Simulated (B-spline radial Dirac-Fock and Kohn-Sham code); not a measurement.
**Hg: computed levels beside tabulated edges**

Method: Dirac-Fock ΔSCF + Breit + QED. Computed with a B-spline atomic structure program. No correlation.

Two models are given for [Xe] 4f14 5d10 6s2. In the first the electron is removed to infinity. In the second it is placed in the 6p shell, so that the atom stays neutral; this mimics a hole screened by valence charge, or the onset of absorption below the ionisation limit. The tabulated edges (Elam, Ravel and Sieber, Radiat. Phys. Chem. 63, 121 (2002)) refer to the element in its standard state, with the Fermi level as zero for a metal.

```tsv
level	ionised (eV)	screened (eV)	tabulated (eV)
K	83104.6	83099.6	83102.0
L1	14856.9	14851.9	14839.0
L2	14216.1	14211.2	14209.0
L3	12290.6	12285.6	12284.0
M1	3576.9	3572.0	3562.0
M2	3291.4	3286.5	3279.0
M3	2860.2	2855.3	2847.0
M4	2393.8	2388.9	2385.0
M5	2303.1	2298.1	2295.0
N1	816.1	811.2	802.2
N2	693.4	688.5	680.2
N3	588.7	583.8	576.6
N4	388.4	383.5	378.2
N5	368.9	363.9	358.8
N6	108.9	104.0	104.0
N7	104.9	99.93	99.90
O1	133.4	128.5	127.0
O2	91.42	86.46	83.10
O3	73.36	68.39	64.50
```

Question: Which of the two models lies closer to the table on average?

Answer: The screened model lies closer: the mean absolute deviations are 9.7 eV (ionised) and 5.0 eV (screened). Screening lowers the levels by 5.0 eV on average.
